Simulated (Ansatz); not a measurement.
C$_{2}$H$_{7}$FO$_{2}$Si$_{2}$ (`O[SiH2]/C=C\[SiH](O)F`), charge 0, multiplicity 1.

(1) Give a relaxed structure at PBE0-D4/def2-TZVP (the Gaussian-basis code of Ansatz). (Estimate.)

Results:

(1) Ansatz gave: 
Cartesian coordinates in Å:
```
O 1.458 1.105 -0.041
Si 0.248 1.434 -1.122
C -1.131 0.192 -0.989
C -1.224 -0.805 -0.101
Si -0.040 -1.247 1.269
O 1.451 -1.680 0.783
F 0.068 0.034 2.243
H 1.294 1.342 0.877
H -0.298 2.801 -0.908
H 0.869 1.350 -2.466
H -1.934 0.298 -1.723
H -2.100 -1.455 -0.167
H -0.573 -2.366 2.069
H 1.912 -1.002 0.275
```
This is one stationary point; other conformers may exist.
